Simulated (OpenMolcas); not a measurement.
An OpenMolcas run meant for P2+ (ANO-RCC-VTZP, X2C; inactive shells 1s 2s 2p; intended active space 3 electrons in 4 orbitals (3s 3p)). One step of its input:

```
&RASSCF
FileOrb=start.orb
Symmetry=2
Spin=4
nActEl=3 0 0
Inactive=2 3
Ras2=1 3
CIRoot=5 5 1
SDav=1
CIMx=300
Iter=63 100
PrWF=0.3
OrbListing=Nothing
MaxOrb=0
Atom
CIOnly
>>> COPY $Project.JobIph JOB001
```

Lines from the output:

```
...
      Number of secondary orbitals              25
      Spin quantum number                      1.5
      State symmetry                             2
Orbital specifications:
      -----------------------

      Symmetry species                           1   2
                                                ag  au
      Frozen orbitals                            0   0
      Inactive orbitals                          2   3
      Active orbitals                            1   3
      RAS1 orbitals                              0   0
      RAS2 orbitals                              1   3
      RAS3 orbitals                              0   0
      Secondary orbitals                        12  13
      Deleted orbitals                           0   0
      Number of basis functions                 15  19
      Number of CSFs                             1
      Number of root(s) required                 5
 ************ ERROR ***********
  You can't ask for more roots
  than there are configurations
 ******************************
--- Stop Module: rasscf at  /rc=_RC_INPUT_ERROR_ ---
.####################.
.# User input error #.
.####################.
```

**Question.** What is wrong with the input?

**Answer.** CIRoot asks for more roots than the active space has configuration state functions.
